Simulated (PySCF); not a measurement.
C4H7NSi, SMILES N#C/C=C\C[SiH3].

Geometry: PBE-D3(BJ)/def2-SVP. The structure was generated by enumeration; whether it is a known compound was not checked. Other conformers were not sampled.

Vertical ionisation energy (IE) and electron affinity (EA) in eV. Rows of orbital energies are one-electron estimates. Where ΔSCF, EOM or ADC give a negative EA the extra electron is unbound and the value depends on the basis.

```json
[
 {"level": "−ε(HOMO), −ε(LUMO), PBE0/def2-TZVP (PySCF)", "IE": "7.64", "EA": "1.61"},
 {"level": "−ε(HOMO), −ε(LUMO), PBE/def2-TZVP (PySCF)", "IE": "6.58", "EA": "2.52"}
]
```
